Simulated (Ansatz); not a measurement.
Ansatz (a first-principles code) input for ClF3H2Si2, SMILES [SiH2]([Si](F)(F)F)Cl, B3LYP-D3(BJ)/def2-SVP. 

Ansatz 0.2 input:
```yaml
crystal:
  periodic: [false, false, false]
  atoms:
    - {symbol: Si, position_ang: [-0.99775601, -0.20992905, -0.11676242]}
    - {symbol: F, position_ang: [-1.81657117, -1.36915089, -0.83343750]}
    - {symbol: F, position_ang: [-1.65033349, 1.09989876, -0.73935959]}
    - {symbol: F, position_ang: [-1.60999167, -0.22033633, 1.35083614]}
    - {symbol: Si, position_ang: [1.25573456, -0.48845698, -0.33779190]}
    - {symbol: Cl, position_ang: [2.28236587, 0.96760255, 0.58130503]}
    - {symbol: H, position_ang: [1.65852906, -1.77551528, 0.23672052]}
    - {symbol: H, position_ang: [1.62161864, -0.49002770, -1.75749711]}
basis:
  gaussian:
    orbitals: def2-SVP
hamiltonian:
  xc: b3lyp
  dispersion: d3bj
relax: {f_tol: 0.002, max_steps: 200}
```

It prints:

```
WARN ansatz: RAYON_NUM_THREADS=1 ignored (pool sized by the plan → 1); use --threads N
Functional definition: B3LYP
integrals: 0.05 GiB planned
1036 factors; integrals over basis functions are off by at most 3.1e-4 eV
mean field: 0.51 GiB planned
mean field evaluation 1: about -36448.8373 eV, gradient 5.1e1 eV
mean field evaluation 2: about -36442.7096 eV, gradient 8.3e1 eV
mean field evaluation 4: about -36452.9151 eV, gradient 8.1e-1 eV
mean field evaluation 8: about -36452.9191 eV, gradient 2.0e-2 eV
mean field -36452.91906955 eV, -1339.6200671300 hartree, gradient 2.3e-5 eV, S^2 0.000000; 0 other end points of the search recorded, 0 dependent functions left out
the calculation of the forces begins
reference -36452.91930514 eV, -1339.6200757877 hartree; 37, 37 occupied and 69, 69 virtual orbitals, 1036 factors
relax step   1: F+E_penalty+E_count = -36453.29229223 eV  Δ(F+E_penalty+E_count) = +0.000e0 eV  max|allowed force component| = 1.172e0 eV/Å  Δτ_max = 0.0000 Å  (23 SCF iters, accepted)
these checks for a lower state are left out or cut short: starts, cluster_reference, orbital_swaps, neighbouring_geometries, increment
integrals: 0.05 GiB planned
1036 factors; integrals over basis functions are off by at most 3.4e-4 eV
mean field: 0.51 GiB planned
mean field evaluation 16: about -36453.1060 eV, gradient 1.3e-1 eV
mean field -36453.11307369 eV, -1339.6271966505 hartree, gradient 2.6e-5 eV, S^2 0.000000; 0 other end points of the search recorded, 0 dependent functions left out
the calculation of the forces begins
reference -36453.11330954 eV, -1339.6272053179 hartree; 37, 37 occupied and 69, 69 virtual orbitals, 1036 factors
relax step   2: F+E_penalty+E_count = -36453.48345026 eV  Δ(F+E_penalty+E_count) = -1.912e-1 eV  max|allowed force component| = 4.950e-1 eV/Å  Δτ_max = 0.1138 Å  (28 SCF iters, accepted)
these checks for a lower state are left out or cut short: starts, cluster_reference, orbital_swaps, neighbouring_geometries, increment
integrals: 0.05 GiB planned
1036 factors; integrals over basis functions are off by at most 3.6e-4 eV
mean field: 0.51 GiB planned
mean field -36453.16098907 eV, -1339.6289575083 hartree, gradient 5.6e-5 eV, S^2 0.000000; 0 other end points of the search recorded, 0 dependent functions left out
the calculation of the forces begins
reference -36453.16122611 eV, -1339.6289662193 hartree; 37, 37 occupied and 69, 69 virtual orbitals, 1036 factors
relax step   3: F+E_penalty+E_count = -36453.53100729 eV  Δ(F+E_penalty+E_count) = -4.756e-2 eV  max|allowed force component| = 1.386e-1 eV/Å  Δτ_max = 0.0411 Å  (24 SCF iters, accepted)
these checks for a lower state are left out or cut short: starts, cluster_reference, orbital_swaps, neighbouring_geometries, increment
integrals: 0.05 GiB planned
1036 factors; integrals over basis functions are off by at most 3.8e-4 eV
mean field: 0.51 GiB planned
mean field -36453.16462987 eV, -1339.6290913054 hartree, gradient 6.3e-5 eV, S^2 0.000000; 0 other end points of the search recorded, 0 dependent functions left out
the calculation of the forces begins
reference -36453.16486776 eV, -1339.6291000477 hartree; 37, 37 occupied and 69, 69 virtual orbitals, 1036 factors
relax step   4: F+E_penalty+E_count = -36453.53560579 eV  Δ(F+E_penalty+E_count) = -4.598e-3 eV  max|allowed force component| = 1.151e-1 eV/Å  Δτ_max = 0.0577 Å  (26 SCF iters, accepted)
these checks for a lower state are left out or cut short: starts, cluster_reference, orbital_swaps, neighbouring_geometries, increment
integrals: 0.05 GiB planned
1036 factors; integrals over basis functions are off by at most 3.7e-4 eV
mean field: 0.51 GiB planned
mean field evaluation 32: about -36453.1564 eV, gradient 9.2e-1 eV
mean field -36453.16588318 eV, -1339.6291373635 hartree, gradient 6.8e-5 eV, S^2 0.000000; 0 other end points of the search recorded, 0 dependent functions left out
the calculation of the forces begins
reference -36453.16612098 eV, -1339.6291461027 hartree; 37, 37 occupied and 69, 69 virtual orbitals, 1036 factors
relax step   5: F+E_penalty+E_count = -36453.53781851 eV  Δ(F+E_penalty+E_count) = -2.213e-3 eV  max|allowed force component| = 4.976e-2 eV/Å  Δτ_max = 0.0194 Å  (26 SCF iters, accepted)
these checks for a lower state are left out or cut short: starts, cluster_reference, orbital_swaps, neighbouring_geometries, increment
integrals: 0.05 GiB planned
1036 factors; integrals over basis functions are off by at most 3.7e-4 eV
mean field: 0.51 GiB planned
mean field -36453.16580132 eV, -1339.6291343553 hartree, gradient 1.9e-5 eV, S^2 0.000000; 0 other end points of the search recorded, 0 dependent functions left out
the calculation of the forces begins
reference -36453.16603927 eV, -1339.6291430997 hartree; 37, 37 occupied and 69, 69 virtual orbitals, 1036 factors
relax step   6: F+E_penalty+E_count = -36453.53814505 eV  Δ(F+E_penalty+E_count) = -3.265e-4 eV  max|allowed force component| = 1.921e-2 eV/Å  Δτ_max = 0.0107 Å  (24 SCF iters, accepted)
these checks for a lower state are left out or cut short: starts, cluster_reference, orbital_swaps, neighbouring_geometries, increment
integrals: 0.05 GiB planned
1036 factors; integrals over basis functions are off by at most 3.7e-4 eV
mean field: 0.51 GiB planned
mean field -36453.16570048 eV, -1339.6291306495 hartree, gradient 6.8e-5 eV, S^2 0.000000; 0 other end points of the search recorded, 0 dependent functions left out
the calculation of the forces begins
reference -36453.16593865 eV, -1339.6291394022 hartree; 37, 37 occupied and 69, 69 virtual orbitals, 1036 factors
relax step   7: F+E_penalty+E_count = -36453.53829900 eV  Δ(F+E_penalty+E_count) = -1.540e-4 eV  max|allowed force component| = 1.868e-3 eV/Å  Δτ_max = 0.0112 Å  (26 SCF iters, accepted)
these checks for a lower state are left out or cut short: starts, cluster_reference, orbital_swaps, neighbouring_geometries, increment
integrals: 0.05 GiB planned
1036 factors; integrals over basis functions are off by at most 3.7e-4 eV
mean field: 0.51 GiB planned
mean field -36453.16562743 eV, -1339.6291279650 hartree, gradient 8.6e-5 eV, S^2 0.000000; 0 other end points of the search recorded, 0 dependent functions left out
the calculation of the forces begins
reference -36453.16586565 eV, -1339.6291367195 hartree; 37, 37 occupied and 69, 69 virtual orbitals, 1036 factors
relax step   8: F+E_penalty+E_count = -36453.53830444 eV  Δ(F+E_penalty+E_count) = -5.438e-6 eV  max|allowed force component| = 1.911e-3 eV/Å  Δτ_max = 0.0028 Å  (20 SCF iters, accepted)
integrals: 0.05 GiB planned
1036 factors; integrals over basis functions are off by at most 3.7e-4 eV
mean field: 0.51 GiB planned
mean field evaluation 64: about -36453.1656 eV, gradient 1.5e-3 eV
mean field -36453.16562743 eV, -1339.6291279650 hartree, gradient 8.6e-5 eV, S^2 0.000000; 1 other end points of the search recorded, 0 dependent functions left out
the calculation of the forces begins
reference -36453.16586565 eV, -1339.6291367195 hartree; 37, 37 occupied and 69, 69 virtual orbitals, 1036 factors
Total energy: -36453.53854266 eV, -1339.6428323470 hartree
Atom 0 at    -1.050759    -0.226730    -0.126678 Å, force     0.001911    -0.000284    -0.000379 eV/Å
Atom 1 at    -1.862010    -1.408802    -0.862643 Å, force    -0.000483     0.000119    -0.000070 eV/Å
Atom 2 at    -1.540789     1.164414    -0.770101 Å, force    -0.000612     0.000445    -0.000112 eV/Å
Atom 3 at    -1.498492    -0.227434     1.418924 Å, force    -0.000633    -0.000278     0.000514 eV/Å
Atom 4 at     1.248950    -0.524611    -0.360716 Å, force    -0.000960     0.000993     0.000607 eV/Å
Atom 5 at     2.170930     1.050470     0.631466 Å, force    -0.000069    -0.000643    -0.000515 eV/Å
Atom 6 at     1.657162    -1.814480     0.253237 Å, force     0.000476    -0.000210     0.000357 eV/Å
Atom 7 at     1.618604    -0.498743    -1.799475 Å, force     0.000370    -0.000143    -0.000402 eV/Å
Dipole moment:     0.303107    -0.227308    -0.151310 e Å
```

Self-consistency was reached.
